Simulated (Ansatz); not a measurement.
The same path of Cl4FH2OTa (9 atoms, charge 0, multiplicity 1) was run twice with different band settings. Lost on the way: F8–H9. Made: O2–H9.

All numbers below come from Ansatz 0.2.0, RKS PBE-D4/def2-SVP.

Relaxed end points:

```xyz
9
Properties=species:S:1:pos:R:3
Ta 0.002 0.052 0.106
O 1.977 -0.225 0.290
H 2.284 -0.718 1.078
Cl -0.033 -0.336 2.442
Cl 0.438 0.633 -2.114
Cl -1.763 1.537 0.287
Cl -0.944 -1.967 -0.398
F 1.238 2.018 0.567
H 1.970 1.349 0.513
```

```xyz
9
Properties=species:S:1:pos:R:3
Ta -0.146 0.479 0.168
O 2.077 -0.257 0.268
H 2.204 -0.820 1.060
Cl -0.028 -0.046 2.481
Cl 0.372 0.880 -2.080
Cl -2.278 1.303 0.170
Cl -0.519 -1.782 -0.301
F 0.852 2.053 0.585
H 2.636 0.534 0.421
```

Common settings: spring 5.0 eV/Å²; optimiser quadratic models (default); start path through a guess of the saddle point; force threshold 0.03 eV/Å; iteration limit 60; end points relaxed.

| run | movable images | climbing image |
| --- | --- | --- |
| 1 | 7 | yes |
| 2 | 4 | no |

(1) What does each run give, and how far can it be trusted?

Answers

(1) Run 1: converged after 14 iterations, highest image 0.008 eV above the first end. The top lies less than 8 meV above the higher end, about what the thresholds resolve: that end is a shoulder or a very shallow well. A vibrational analysis at the climbing image gives one clearly imaginary mode, 256i cm⁻¹: a first-order saddle point.
Run 2: converged after 12 iterations, highest image 0.000 eV above the first end. The highest image is an end point: on this band no image between the ends rises above it.
The orbitals stay closed-shell, which can raise the energy where a bond breaks towards radicals; this wasn't checked here.
